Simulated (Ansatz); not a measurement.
Reaction (silylene loss): `[SiH3][SiH2][NH][GeH3]` → `[SiH3][NH][GeH3]` + `[SiH2]`

Isolated molecules relaxed with PBE0-D4/def2-TZVP in Ansatz; ΔE leaves out vibrations. CBS: MP2 limit from def2 TZ/QZ plus the TZ coupled-cluster correction, frozen cores. This one scheme is used for every species. DFT in def2-TZVPP. B3LYP here is the variant with VWN-RPA as its local correlation; programs differ in this. For Ge outer-core shells are correlated without core-valence functions, which leaves a few kJ/mol of doubt a bond. Scalar relativity is left out up to krypton. Each species was taken in one conformer, which may not be the lowest.

| level | ΔE (kJ/mol) |
| --- | --- |
| LDA (SPW92) | 274.0 |
| r2SCAN | 256.2 |
| B3LYP | 218.6 |
| CCSD(T)/def2-SVP | 216.3 |
| HF/def2-TZVPP | 205.7 |
| SCS-MP2/def2-QZVPP | 232.2 |
| HF/CBS(def2) | 205.8 |
| MP2/CBS(def2) | 247.8 |

(1) What does CCSD(T)/CBS give? (An estimate is asked.)

Largest T1 diagnostic among the species: 0.014.

Answers

(1) Computed: +233.9 kJ/mol. The listed levels differ from it by 40.1, 22.3, -15.3, -17.6, -28.2, -1.7, -28.1, 13.9 kJ/mol.

Leaving LDA and LC-ωPBE aside and taking each functional with its dispersion term where it has one, the values, not all of them listed here, spread over 34.1 kJ/mol, from BLYP-D4 to r2SCAN-D4. LDA lies +31.7 kJ/mol from PBE without D4. From PBE to PBE0 (25 % exact exchange), in def2-TZVPP and without D4, ΔE moves by +5.2 kJ/mol.
